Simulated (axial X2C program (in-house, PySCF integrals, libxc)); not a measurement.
Spin–orbit effects down a group: molecules with Ag, PBE0

Computed with an in-house relativistic program for diatomic molecules, spin-free (one-electron X2C) or two-component (2c: spin–orbit coupling with atomic mean-field Coulomb and Gaunt terms, which also bring small scalar terms), in Dyall basis sets with cores contracted in-house; open shells are unrestricted.

Basis sets: Ag dyall-cv3z, H dyall-v3z, Li dyall-cv3z, Na dyall-cv3z.

| molecule | spin-free state | Re (Å) | ωe (cm⁻¹) | De (eV) | 2c state | Re 2c (Å) | ωe 2c (cm⁻¹) | De 2c (eV) |
| --- | --- | --- | --- | --- | --- | --- | --- | --- |
| AgH | M_S = 0, Λ = 0 | 1.624 | 1764.3 | 2.28 | Ω = 0 | 1.624 | 1763.8 | 2.28 |
| LiAg | M_S = 0, Λ = 0 | 2.402 | 365.6 | 1.62 | Ω = 0 | 2.402 | 365.5 | 1.62 |
| NaAg | M_S = 0, Λ = 0 | 2.682 | 199.2 | 1.39 | Ω = 0 | 2.682 | 199.2 | 1.39 |

(1) Work out the shifts from the spin-free to the two-component result.

Each entry is the lowest single determinant of a limited PBE0 search at one distance. De goes to single-determinant-based atoms at the same level (for ions the charge split of lowest energy) and is withheld (n/a) where an atom does not fit its ground term or J level. Main or longest-lived isotopes.

## Answers

(1) 

```json
{"molecule": "AgH", "2c state": "Ω = 0", "ΔRe (Å)": "0.000", "Δωe (cm⁻¹)": "-0.5", "ΔDe (eV)": "0.00"}
{"molecule": "LiAg", "2c state": "Ω = 0", "ΔRe (Å)": "0.000", "Δωe (cm⁻¹)": "-0.1", "ΔDe (eV)": "0.00"}
{"molecule": "NaAg", "2c state": "Ω = 0", "ΔRe (Å)": "0.000", "Δωe (cm⁻¹)": "0.0", "ΔDe (eV)": "0.00"}
```

Shifts of one unit in the last digit are rounding.
